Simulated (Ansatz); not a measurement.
Mo₃⁺ (the lowest doublet isomer of a short search), 3 atoms. Hardware: 4 threads of Arm Neoverse V1 on a shared host.

In the def2 sets Mo takes a core potential; there is no spin–orbit coupling. Correlated methods freeze no core orbitals; core or outer-core shells of Mo are correlated, in sets that lack core-valence functions.

**Question.** How many basis functions does each of these Ansatz runs have, and roughly what does it cost? ωB97X-V/def2-TZVP, charge 1 doublet, energy, from earlier orbitals; r2SCAN-D4/def2-TZVP, charge 1 quartet, energy, from earlier orbitals; r2SCAN-D4/def2-TZVP, charge 1 doublet, energy, from earlier orbitals; PBE0-D4/def2-TZVP, charge 0 triplet at the geometry of the charge 1 doublet, energy; r2SCAN-D4/def2-TZVP, charge 0 singlet at the geometry of the charge 1 doublet, energy, from earlier orbitals; BLYP-D4/def2-TZVP, charge 1 doublet, energy, from earlier orbitals; B3LYP-D4/def2-TZVP, charge 1 quartet, relaxation, 20 steps; PBE-D4/def2-TZVP, charge 0 triplet at the geometry of the charge 1 doublet, energy, from earlier orbitals; PBE-D4/def2-TZVP, charge 1 quartet, energy, from earlier orbitals; BHLYP-D4/def2-TZVP, charge 1 quartet, energy, from earlier orbitals; RPA@PBE/def2-TZVP, charge 1 doublet, energy, from earlier orbitals; BHLYP-D4/def2-TZVP, charge 1 doublet, energy, from earlier orbitals.

**Answer.** Other jobs shared the machine, so times can vary by a factor of up to 3. A dash marks memory too small to be measured apart from the calling script's.

```csv
run,functions,fitting or Cholesky vectors,wall time,peak host memory (GiB)
"PBE-D4/def2-TZVP, charge 1 quartet, energy, from earlier orbitals",120,924,3 s,–
"r2SCAN-D4/def2-TZVP, charge 0 singlet at the geometry of the charge 1 doublet, energy, from earlier orbitals",120,924,3.1 s,–
"RPA@PBE/def2-TZVP, charge 1 doublet, energy, from earlier orbitals",120,1071,4.9 s,–
"r2SCAN-D4/def2-TZVP, charge 1 quartet, energy, from earlier orbitals",120,924,6.5 s,–
"BLYP-D4/def2-TZVP, charge 1 doublet, energy, from earlier orbitals",120,924,7.5 s,–
"r2SCAN-D4/def2-TZVP, charge 1 doublet, energy, from earlier orbitals",120,924,8.5 s,–
"PBE0-D4/def2-TZVP, charge 0 triplet at the geometry of the charge 1 doublet, energy",120,1134,9 s,–
"BHLYP-D4/def2-TZVP, charge 1 quartet, energy, from earlier orbitals",120,1287,10 s,–
"BHLYP-D4/def2-TZVP, charge 1 doublet, energy, from earlier orbitals",120,1287,11 s,–
"PBE-D4/def2-TZVP, charge 0 triplet at the geometry of the charge 1 doublet, energy, from earlier orbitals",120,924,11 s,–
"ωB97X-V/def2-TZVP, charge 1 doublet, energy, from earlier orbitals",120,1020,37 s,0.7
"B3LYP-D4/def2-TZVP, charge 1 quartet, relaxation, 20 steps",120,1173,57 s,–
```
